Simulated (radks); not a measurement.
Valence configurations of Si III (all share [Ne]). Calculated with a radial shooting solver on a logarithmic mesh with Libxc functionals: scalar-relativistic Kohn-Sham, PBE, spin-polarised, spherical densities, finite nucleus; open shells are filled with parallel spins first; Fermi nuclear charge, rms radius 3.1224 fm. Energies are relative to 3s2; eigenvalues in eV for spin up.

| valence | E (eV) | moment (Bohr magnetons) | e(3p) | e(3s) |
|---|---|---|---|---|
| 3s2 | 0.000 | 0 | - | -28.536 |
| 3p2 | 14.769 | 2 | -22.731 | - |
| 3s1 3p1 | 6.566 | 2 | -22.172 | -30.369 |
| 3s0.5 3p1.5 | 10.666 | 2 | -22.456 | -30.660 |
| 3s1.5 3p0.5 | 3.639 | 1 | -21.457 | -29.557 |

NIST lists [Ne] 3s2 as the ground configuration; this level of theory agrees among the configurations tried. The energies are those of spherical high-spin densities, not of single terms.
